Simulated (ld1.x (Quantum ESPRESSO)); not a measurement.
krypton: one change to a PAW potential, before and after

```
Element                 : krypton (Kr)
Generator               : ld1.x (Quantum ESPRESSO) 7.5
Type                    : PAW
Functional              : BP86
Relativity              : scalar-relativistic
Frozen core             : [Ar] 3d10
Valence charge          : 8
Reference configuration : 4s2 4p6
Partial waves           : 4s (bound): rcut 1.10, rcutus 1.20 bohr; 4s channel at -1.3 Ry: rcut 1.10, rcutus 1.20 bohr; 4p (bound): rcut 1.20, rcutus 1.65 bohr; 4p channel at 2.5 Ry: rcut 1.20, rcutus 1.65 bohr
Local potential         : all-electron potential smoothed inside 1.60 bohr (lloc = -2)
Core correction         : a·sin(br)/r model core inside 1.15 bohr
Augmentation charge     : PSQ, inside the norm-conserving radii
```

All-electron outer shells of the reference configuration (BP86, scalar-relativistic, ld1.x):

```json
{"shell": "3p", "level (eV)": "-195.31", "outermost node (bohr)": "0.20", "outermost maximum (bohr)": "0.46"}
{"shell": "3d", "level (eV)": "-81.55", "outermost node (bohr)": "–", "outermost maximum (bohr)": "0.41"}
{"shell": "4s", "level (eV)": "-23.17", "outermost node (bohr)": "0.64", "outermost maximum (bohr)": "1.34"}
{"shell": "4p", "level (eV)": "-9.35", "outermost node (bohr)": "0.67", "outermost maximum (bohr)": "1.55"}
```

Change: wave 4s channel at -1.3 Ry: rcut 1.10, rcutus 1.20 bohr becomes 4s channel at 0.16 Ry: rcut 1.10, rcutus 1.20 bohr.

Cutoffs: the cutoffs (Ry, on a coarse ladder) from which the occupation-weighted sum of valence levels, in a spherical-Bessel basis at the reference potential, stays within 10 and 1 mRy of its value at 400 Ry; they do not see the model core or the augmentation charge, which bear on the density cutoff. Errors are all-electron minus pseudo energies relative to the spin-unpolarised reference configuration.

Question: How do hardness, ghosts and transferability respond?

Answer: The potential gets neither clearly harder nor softer (30 Ry and 55 Ry → 30 Ry and 55 Ry); the errors of the 6 common tests hardly move; the range in which the s phases agree narrows (upper end at the end of the scan → 3.6); neither file shows a bound ghost.

```tsv
quantity	base	changed
cutoff, loose	30 Ry	30 Ry
cutoff, tight	55 Ry	55 Ry
bound ghosts	none	none
error for 4s2 4p5, meV [ΔE 14.39 eV]	-4.5	-4.5
error for 4s2 4p4, meV [ΔE 39.67 eV]	-21	-21
error for 4s2 4p3, meV [ΔE 76.87 eV]	-66	-65
error for 4s2 4p2, meV [ΔE 126.83 eV]	-167	-163
error for 4s1 4p6, meV [ΔE 28.92 eV]	-12	-12
error for 4s2 4p5.5, meV [ΔE 5.91 eV]	-1.4	-1.4
s: phases at 1.79 bohr within 0.05 rad from the reference energy up to (Ry; the scan ends near 5)	to the end of the scan	3.6
p: phases at 1.79 bohr within 0.05 rad from the reference energy up to (Ry; the scan ends near 5)	to the end of the scan	to the end of the scan
lowest overlap eigenvalue by channel	s 0.72, p 0.63	s 0.73, p 0.63
```
